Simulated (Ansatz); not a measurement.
```yaml
atoms:
  - { symbol: C, position_ang: [0.0013, 0.0215, -0.6362] }
  - { symbol: F, position_ang: [0.0176, 0.9786, 0.1847] }
  - { symbol: F, position_ang: [0.0028, -1.0591, 0.1617] }
```

Basis set: aug-cc-pVDZ (spherical functions). Frozen core: 3 orbitals. Charge 0, multiplicity 1.

Computed with Ansatz (development build ahead of 0.2.0); each method stands on the lowest determinant of its kind that the runs found. Restricted open shells among the atoms or ions are ROHF, correlated in semicanonical orbitals with singles.

The atomization energy at this shape (free ground-state atoms in the same class of orbitals less the molecule, no zero-point energy) of singlet CF₂:

```tsv
method	atomization energy
RHF-MP2	1037.5 kJ/mol
```

(1) What does RHF give?

Results:

(1) 658.7 kJ/mol.
